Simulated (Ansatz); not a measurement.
Ansatz (a first-principles code) input file for SnF2, SMILES [F][Sn][F] (connectivity only; charge and spin as stated), neutral, multiplicity 1, B3LYP-D3(BJ)/def2-TZVP. 

Ansatz 0.2 input:
```yaml
crystal:
  periodic: [false, false, false]
  atoms:
    - {symbol: Sn, position_ang: [-0.00000000, -0.00000000, 0.34360215]}
    - {symbol: F, position_ang: [0.00000000, -1.62132313, -0.95445043]}
    - {symbol: F, position_ang: [-0.00000000, 1.62132314, -0.95445043]}
basis:
  gaussian:
    orbitals: def2-TZVP
hamiltonian:
  xc: b3lyp
  dispersion: d3bj
relax: {f_tol: 0.002, max_steps: 200}
```

It prints:

```
WARN ansatz: RAYON_NUM_THREADS=1 ignored (pool sized by the plan → 1); use --threads N
Functional definition: B3LYP
integrals: 0.03 GiB planned
744 factors; their error is unknown
mean field: 0.31 GiB planned
mean field evaluation 1: about -11265.3920 eV, gradient 6.3e1 eV
mean field evaluation 2: about -11190.3139 eV, gradient 2.1e2 eV
mean field evaluation 4: about -11271.8589 eV, gradient 4.5e0 eV
mean field evaluation 8: about -11271.9791 eV, gradient 1.8e-1 eV
mean field evaluation 16: about -11271.9791 eV, gradient 8.0e-5 eV
mean field -11271.97914505 eV, -414.2375931587 hartree, gradient 8.0e-5 eV, S^2 0.000000; 0 other end points of the search recorded, 0 dependent functions left out
the calculation of the forces begins
reference -11271.97934304 eV, -414.2376004347 hartree; 20, 20 occupied and 92, 92 virtual orbitals, 744 factors
relax step   1: F+E_penalty+E_count = -11272.04020793 eV  Δ(F+E_penalty+E_count) = +0.000e0 eV  max|allowed force component| = 2.226e0 eV/Å  Δτ_max = 0.0000 Å  (28 SCF iters, accepted)
these checks for a lower state are left out or cut short: starts, cluster_reference, orbital_swaps, neighbouring_geometries, increment
integrals: 0.03 GiB planned
744 factors; their error is unknown
mean field: 0.31 GiB planned
mean field -11272.26594540 eV, -414.2481328772 hartree, gradient 2.1e-5 eV, S^2 0.000000; 0 other end points of the search recorded, 0 dependent functions left out
the calculation of the forces begins
reference -11272.26613967 eV, -414.2481400166 hartree; 20, 20 occupied and 92, 92 virtual orbitals, 744 factors
relax step   2: F+E_penalty+E_count = -11272.32846007 eV  Δ(F+E_penalty+E_count) = -2.883e-1 eV  max|allowed force component| = 6.851e-2 eV/Å  Δτ_max = 0.1512 Å  (35 SCF iters, accepted)
these checks for a lower state are left out or cut short: starts, cluster_reference, orbital_swaps, neighbouring_geometries, increment
integrals: 0.03 GiB planned
744 factors; their error is unknown
mean field: 0.31 GiB planned
mean field evaluation 32: about -11272.2673 eV, gradient 2.3e-5 eV
mean field -11272.26733404 eV, -414.2481839087 hartree, gradient 2.3e-5 eV, S^2 0.000000; 0 other end points of the search recorded, 0 dependent functions left out
the calculation of the forces begins
reference -11272.26752804 eV, -414.2481910382 hartree; 20, 20 occupied and 92, 92 virtual orbitals, 744 factors
relax step   3: F+E_penalty+E_count = -11272.33003900 eV  Δ(F+E_penalty+E_count) = -1.579e-3 eV  max|allowed force component| = 3.684e-2 eV/Å  Δτ_max = 0.0247 Å  (31 SCF iters, accepted)
these checks for a lower state are left out or cut short: starts, cluster_reference, orbital_swaps, neighbouring_geometries, increment
integrals: 0.03 GiB planned
744 factors; their error is unknown
mean field: 0.31 GiB planned
mean field -11272.26743767 eV, -414.2481877171 hartree, gradient 2.2e-5 eV, S^2 0.000000; 0 other end points of the search recorded, 0 dependent functions left out
the calculation of the forces begins
reference -11272.26763170 eV, -414.2481948477 hartree; 20, 20 occupied and 92, 92 virtual orbitals, 744 factors
relax step   4: F+E_penalty+E_count = -11272.33011652 eV  Δ(F+E_penalty+E_count) = -7.752e-5 eV  max|allowed force component| = 2.828e-3 eV/Å  Δτ_max = 0.0038 Å  (32 SCF iters, accepted)
these checks for a lower state are left out or cut short: starts, cluster_reference, orbital_swaps, neighbouring_geometries, increment
integrals: 0.03 GiB planned
744 factors; their error is unknown
mean field: 0.31 GiB planned
mean field -11272.26743775 eV, -414.2481877201 hartree, gradient 2.2e-5 eV, S^2 0.000000; 0 other end points of the search recorded, 0 dependent functions left out
the calculation of the forces begins
reference -11272.26763178 eV, -414.2481948507 hartree; 20, 20 occupied and 92, 92 virtual orbitals, 744 factors
relax step   5: F+E_penalty+E_count = -11272.33011662 eV  Δ(F+E_penalty+E_count) = -9.254e-8 eV  max|allowed force component| = 2.050e-3 eV/Å  Δτ_max = 0.0002 Å  (32 SCF iters, accepted)
these checks for a lower state are left out or cut short: starts, cluster_reference, orbital_swaps, neighbouring_geometries, increment
integrals: 0.03 GiB planned
744 factors; their error is unknown
mean field: 0.31 GiB planned
mean field -11272.26743763 eV, -414.2481877155 hartree, gradient 2.2e-5 eV, S^2 0.000000; 0 other end points of the search recorded, 0 dependent functions left out
the calculation of the forces begins
reference -11272.26763166 eV, -414.2481948460 hartree; 20, 20 occupied and 92, 92 virtual orbitals, 744 factors
relax step   6: F+E_penalty+E_count = -11272.33011671 eV  Δ(F+E_penalty+E_count) = -9.578e-8 eV  max|allowed force component| = 3.681e-6 eV/Å  Δτ_max = 0.0001 Å  (32 SCF iters, accepted)
integrals: 0.03 GiB planned
744 factors; their error is unknown
mean field: 0.31 GiB planned
mean field evaluation 64: about -11272.2674 eV, gradient 2.2e-5 eV
mean field -11272.26743763 eV, -414.2481877155 hartree, gradient 2.2e-5 eV, S^2 0.000000; 1 other end points of the search recorded, 0 dependent functions left out
the calculation of the forces begins
reference -11272.26763166 eV, -414.2481948460 hartree; 20, 20 occupied and 92, 92 virtual orbitals, 744 factors
Total energy: -11272.33031075 eV, -414.2504982600 hartree
Atom 0 at    -0.000000     0.000000     0.345539 Å, force    -0.000000    -0.000000     0.000001 eV/Å
Atom 1 at     0.000000    -1.450203    -0.955419 Å, force    -0.000000    -0.000004    -0.000000 eV/Å
Atom 2 at     0.000000     1.450203    -0.955419 Å, force     0.000000     0.000004    -0.000000 eV/Å
Dipole moment:     0.000000    -0.000000     0.810193 e Å
```

The calculation finished and met its thresholds.

Cost: around 18 core-seconds (rough).
